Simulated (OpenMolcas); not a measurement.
**Levels of Ar²⁺ by method**

```
Program             : OpenMolcas 26.06
Basis               : ANO-R2 [5s4p3d1f]
Scalar Hamiltonian  : X2C, finite nucleus
Active space        : 6 electrons in 9 orbitals (RAS2 3s 3p; RAS3 3d, at most 2 electrons)
State averaging     : 2S+1 = 3 even, 3 roots; 2S+1 = 1 even, 7 roots; 2S+1 = 3 odd, 3 roots; 2S+1 = 1 odd, 3 roots
Spin-orbit coupling : RASSI with atomic mean-field integrals over the reference wave functions, term energies averaged over their components
```

Methods on the same reference wave functions:
A. RASSCF
B. SS-RASPT2, IPEA 0.25 Eh, imaginary shift 0.1 Eh (closed shells correlated: 2s 2p)
C. MS-RASPT2, IPEA 0.25 Eh, imaginary shift 0.1 Eh (closed shells correlated: 2s 2p)
D. XMS-RASPT2, IPEA 0.25 Eh, imaginary shift 0.1 Eh (closed shells correlated: 2s 2p)

Energies in cm⁻¹ above 3s² 3p⁴ ³P₂, the measured ground level; measured values from Saloman, J. Phys. Chem. Ref. Data 39, 033101 (2010).

| Level | A | B | C | D | Measured |
| --- | --- | --- | --- | --- | --- |
| 3s² 3p⁴ ³P₂ | 0.0 | 0.0 | 0.0 | 0.0 | 0.0 |
| 3s² 3p⁴ ³P₁ | 997 | 1000 | 1000 | 1000 | 1112 |
| 3s² 3p⁴ ³P₀ | 1426 | 1427 | 1427 | 1427 | 1570 |
| 3s² 3p⁴ ¹D₂ | 16028 | 14500 | 14500 | 14500 | 14010 |
| 3s² 3p⁴ ¹S₀ | 34904 | 33870 | 33790 | 34110 | 33266 |
| 3s 3p⁵ ³P°₂ | 114799 | 115410 | 115410 | 115480 | 113801 |
| 3s 3p⁵ ³P°₁ | 115701 | 116310 | 116310 | 116380 | 114797 |
| 3s 3p⁵ ³P°₀ | 116166 | 116780 | 116780 | 116840 | 115328 |

Deviations, from unrounded energies. A percentage is the sum of absolute deviations over the sum of measured energies, with the sign that they share, or ± where signs differ.

```csv
Against measurement,Levels,A,B,C,D
mean absolute deviation (cm-1),7,950,850,830,910
fine structure of the ground term (%),2,-9.7,-9.5,-9.5,-9.5
other terms of the ground configuration (%),2,+7.7,+2.3,+2.1,+2.8
other configurations (%),3,+0.8,+1.3,+1.3,+1.4
```

B, C lie about equally close to measurement and A furthest from it. The largest miss of C in the table is 3s 3p⁵ ³P°₂, by +1600 cm-1. The ranking rests on the paired levels alone, and a cruder setting can come out closer through cancelling errors.

Among B to D the level of the table that moves most is 3s² 3p⁴ ¹S₀, by 320 cm-1 (lowest in C, highest in D). Moves below CASPT2's spread within the term are not significant.

The mean deviations of B to D differ by less than CASPT2's widest spread within a term (160 cm-1), so their order carries little weight.

From A to B the spin-free energies of the other terms of 3s² 3p⁴ shown, above ³P, scale by factors of 0.90 to 0.97.

The lowest spin-free term lies below A's lowest term by 0.240 hartree in B, 0.240 hartree in C, 0.241 hartree in D.

CASPT2 breaks the degeneracy within a term, and the mean is taken; among the terms shown or strongly mixed into the levels shown the widest spread is 160 cm-1 (3s² 3p⁴ ¹D, C). The run also gave levels led by 3s 3p⁴ 3d, which use shells meant for correlation; these and all levels above them are left out. Some terms mix strongly with configurations of 3d, whose occupation reaches 0.25 (3s 3p⁵ ³P°). Computed and measured levels are paired by configuration, term and J; levels that our copy of the source lacks, or whose pairing is in doubt (as where it misses far off the trend of its configuration), stay unpaired and out of the deviations. Only configurations of the active space appear. Levels that lie high or do not pair safely by name in every column are left out.

° marks odd parity.
